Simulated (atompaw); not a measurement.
## PBE PAW (atompaw) dataset for lithium, scalar-relativistic all-electron reference.

The input file (atompaw 4.2.0.5):

```
Li 3
GGA-PBE scalarrelativistic loggrid 1500 logderivrange -6 5 276
2 2 0 0 0 0
2 0 1
2 1 0
0 0 0
v
v
v
2
3.00 2.25 2.90 2.40
n
y
2.75
n
y
0.05
n
custom rrkj gramschmidtortho sinc
bessel
0.45
3.00
3.00
3.00
3.00
PWSCFOUT
UPFDX 0.0125d0 UPFXMIN -7.d0 UPFZMESH 3.d0
END
```

Command:

```bash
atompaw < Li.input > Li.log
```

The program printed (summary file):

```
Completed calculations for Li (AE)

 Exchange-correlation type: GGA, Perdew-Burke-Ernzerhof

 Radial integration grid is logarithmic
 r0 =   2.3230853E-03 h =   6.9692560E-03   n =      1500 rmax =   8.0000000E+01

 Scalar relativistic calculation

 AEatom converged in  20 iterations
   nz     =   3.00
   delta  =       3.632946259301E-17

 All Electron Orbital energies:
  n  l      occupancy      energy
  1  0      2.0000000E+00 -3.8112491E+00
  2  0      1.0000000E+00 -2.1124894E-01
  2  1      0.0000000E+00 -8.0103356E-02

 Total energy
   Total                    :      -14.90439578696278

 ---
 Completed calculations for Li (SC)

 Exchange-correlation type: GGA, Perdew-Burke-Ernzerhof

 Radial integration grid is logarithmic
 r0 =   2.3230853E-03 h =   6.9692560E-03   n =      1500 rmax =   8.0000000E+01

 Scalar relativistic calculation

 SCatom converged in   1 iterations
   nz     =   3.00
   delta  =       7.808098085922E-19

 Valence Electron Orbital energies:
  n  l      occupancy      energy
   1  0      2.0000000E+00 -3.8112491E+00
   2  0      1.0000000E+00 -2.1124894E-01
   2  1      0.0000000E+00 -8.0103356E-02

 Total energy
   Total                    :      -14.90439578661853
   Valence                  :      -14.90439578661853

 PAW parameters:
       lmax =            2
         rc =    3.0004496019213001
        irc =         1029
   rc_shape =    2.2541355175618176
    rc_vloc =    2.9178972386892248
    rc_core =    2.4002010278457022
   Vloc: truncated form - Vps(r)=A.sin(qr)/r for r<rc
   Projector type: RRKJ pseudization + Gram-Schmidt ortho.
   Sinc^2 compensation charge shape zeroed at   2.2541E+00

 Number of basis functions     5
 No.   n  nodes  l      Energy         Cp coeff         Occ
  1    1    0    0   -0.3811249E+01  0.1000000E+01  0.2000000E+01
  2    2    1    0   -0.2112489E+00  0.8949144E+00  0.1000000E+01
  3    2    0    1   -0.8010336E-01  0.1000000E+01  0.0000000E+00
  4  999    1    1    0.2750000E+01 -0.1403337E+01  0.0000000E+00
  5  999    0    2    0.5000000E-01  0.1000000E+01  0.0000000E+00

 Eigenvalues of overlap operator (in the basis of projectors):
    1        7.89344015E-01
    2        1.06553144E+00
    3        1.62564825E+01
    4        1.77999013E+01
    5        3.84114936E+01

 Orbital leakage outside PAW augmentation regions
   orb  is_core?  %out_of_sphere
   1 0    F           0.01
   2 0    F          67.18
   2 1    F          79.62

 Summary of PAW energies
   Total valence energy     :    -14.90439601338738
   Smooth energy            :     10.88011959617614
   One center               :    -25.78451560956352
   Smooth kinetic           :     12.57198985376424
   Vloc energy              :      0.28190858718020
   Smooth exch-corr         :     -3.38212161930781
   One-center xc            :     -0.19189192535140
```

The run took about 0.78 s on one core of a shared server CPU.
